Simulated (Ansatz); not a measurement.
Molecule: sum formula AlO$_{2}$FH$_{2}$, net charge 0, singlet state. SMILES: [OH][Al]([F])[OH]
Structure (B3LYP-D3(BJ)/def2-TZVP (Ansatz, a first-principles code) minimum search):
```xyz
6

O      1.5620    -0.5789     0.2039
Al    -0.0017     0.0185    -0.0024
O     -1.4285    -0.8808    -0.0113
F     -0.1500     1.6403    -0.2164
H      1.7945    -1.4974     0.3376
H     -1.4904    -1.8289     0.1012
```
Charge 0, spin multiplicity 1.

Property: atomisation energy (electronic, to ground-state atoms), in kJ/mol. Cores are frozen in the correlated levels unless marked. UHF or UKS for open shells. No spin-orbit coupling. Non-relativistic. The coupled-cluster limit lacks core correlation, which all-electron functionals hold. Basis-set limits of correlation are two-point, X^-3; Hartree-Fock from the larger set (for Q and 5 zeta extrapolated as (X+1)exp(-9√X)). [CCSD(T)-MP2]/basis is that difference in the basis named.

```tsv
level	program	atomisation energy (kJ/mol)
PBE0-D4/def2-TZVPD	Ansatz + dftd4	2385.4
r2SCANh/def2-TZVPD	Ansatz	2411.2
r2SCAN0-D4/def2-TZVPD	Ansatz + dftd4	2369.5
MP2/6-31G*	Ansatz	2280.1
CCSD/aug-cc-pV(D+d)Z	Ansatz	2264.9
RI-MP2/CBS(cc-pV(T+d)Z,cc-pV(Q+d)Z)+[CCSD(T)-MP2]/cc-pV(Q+d)Z	Ansatz	2473.5
CCSD(T)/CBS(cc-pV(Q+d)Z,cc-pV(5+d)Z)	Ansatz	2473.4
```
